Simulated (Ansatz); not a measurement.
Job for Ansatz (a program for electronic structure): R-CCSD(T)/cc-pV(D+d)Z on AlH3S (SMILES [AlH2][SH]), a point of a torsion scan. Files ending in .json are basis or fitting sets from the Basis Set Exchange.

Ansatz 0.2 input:
```yaml
crystal:
  periodic: [false, false, false]
  atoms:
    - {symbol: Al, position_ang: [-0.63148553, -0.05558920, 0.11777573]}
    - {symbol: S, position_ang: [1.46652708, -0.61151129, 0.34714989]}
    - {symbol: H, position_ang: [-1.73102475, -1.09849216, -0.13723964]}
    - {symbol: H, position_ang: [-1.04192765, 1.42464892, 0.16821683]}
    - {symbol: H, position_ang: [1.52460221, -0.10055765, 1.57610842]}
basis:
  gaussian:
    orbitals: cc-pV_D+d_Z.json
magnetization: {spin_polarized: false}
correlation: {method: ccsd_t, electrons: outside_noble_gas}
scf: {lower_state_search: off}
```

Output:

```
WARN ansatz: RAYON_NUM_THREADS=1 ignored (pool sized by the plan → 1); use --threads N
Functional definition: HF
these checks for a lower state are left out or cut short: stability, starts, cluster_reference, orbital_swaps, neighbouring_geometries, increment
integrals: 0.03 GiB planned
607 factors; integrals over basis functions are off by at most 8.2e-4 eV
mean field: 0.10 GiB planned
mean field evaluation 1: about -17447.7946 eV, gradient 1.4e1 eV
mean field evaluation 2: about -17447.7961 eV, gradient 1.4e1 eV
mean field evaluation 4: about -17448.6272 eV, gradient 1.4e0 eV
mean field evaluation 8: about -17448.6391 eV, gradient 9.5e-4 eV
mean field -17448.63912040 eV, -641.2256605623 hartree, gradient 3.9e-6 eV, S^2 0.000000; 0 other end points of the search recorded, 0 dependent functions left out
10 core orbitals not correlated
reference -17448.63912040 eV, -641.2256605623 hartree; 6, 6 occupied and 45, 45 virtual orbitals, 607 factors
second order -5.55992801 eV of doubles, -0.00000000 eV of singles
coupled cluster: 0.10 GiB planned
cycle   1  -6.25312231 eV  change   -6.9e-1 eV  update   6.2e-2
cycle   2  -6.49309040 eV  change   -2.4e-1 eV  update   2.0e-2
cycle   3  -6.50925352 eV  change   -1.6e-2 eV  update   6.2e-3
cycle   4  -6.50767793 eV  change    1.6e-3 eV  update   2.4e-3
cycle   5  -6.50704315 eV  change    6.3e-4 eV  update   9.2e-4
cycle   6  -6.50698297 eV  change    6.0e-5 eV  update   3.6e-4
cycle   7  -6.50703886 eV  change   -5.6e-5 eV  update   1.3e-4
cycle   8  -6.50706406 eV  change   -2.5e-5 eV  update   4.3e-5
cycle   9  -6.50705618 eV  change    7.9e-6 eV  update   1.4e-5
perturbative correction -0.15483238 eV, -0.0056899849 hartree
Total energy: -17455.30100896 eV, -641.4704804511 hartree
Checks for a lower state left out: stability, starts, cluster_reference, orbital_swaps, neighbouring_geometries, increment
```

Self-consistency was reached.

Cost: very roughly 1.3 core-seconds.
